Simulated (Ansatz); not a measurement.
Program: Ansatz. Geometries: PBE0-D4/def2-TZVP. ΔE: electronic, gas phase. CBS: MP2 limit from def2 TZ/QZ plus the TZ coupled-cluster correction, frozen cores. DFT in def2-TZVPP. B3LYP here is the variant with VWN-RPA as its local correlation; programs differ in this. def2 core potentials past Kr. For Ge, Zr outer-core shells are correlated without core-valence functions, which leaves a few kJ/mol of doubt a bond. Scalar relativity is left out up to krypton. One conformer a species, not always the lowest.

Consider the redistribution: `[OH][Zr]([OH])([OH])[F]` + `[SH][GeH2][SH]` → `[OH][Zr]([OH])([F])[SH]` + `[OH][GeH2][SH]`.

Task: Is it downhill or uphill in electronic energy at CCSD(T)/CBS, and by how much? (Estimate.)

Result: The calculation gave: Uphill: ΔE = +45.7 kJ/mol.

Task: What do these levels give: r2SCAN-D4, PBE0-D4, B3LYP-D4, HF/def2-TZVPP, CCSD(T)/def2-TZVPP, MP2/def2-QZVPP? (Best estimate.)

Result: The calculation gave: r2SCAN-D4 42.2, PBE0-D4 45.6, B3LYP-D4 47.1, HF/def2-TZVPP 43.9, CCSD(T)/def2-TZVPP 41.0, MP2/def2-QZVPP 44.8 kJ/mol.

Largest T1 diagnostic among the species: 0.017.
